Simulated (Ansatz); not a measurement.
`C=CS[SiH2]C`, charge 0, multiplicity 1.

Q: Give a relaxed structure at PBE0-D4/def2-TZVP (Ansatz 0.2.0). (An estimate is asked.)

A: The calculation gave: 
Z-matrix (Å, degrees):
```
Si
C 1 1.863
S 1 2.141 2 107.4
H 1 1.488 2 111.0 3 -121.1
H 1 1.489 2 112.0 3 118.3
H 2 1.092 1 110.9 3 -60.5
H 2 1.093 1 110.1 3 179.5
H 2 1.092 1 110.8 3 60.0
C 3 1.759 1 99.8 2 168.8
C 9 1.326 3 123.2 1 151.0
H 9 1.086 3 115.9 1 -32.4
H 10 1.084 9 122.0 3 -3.5
H 10 1.084 9 120.3 3 175.9
```
This is one stationary point; other conformers may exist.
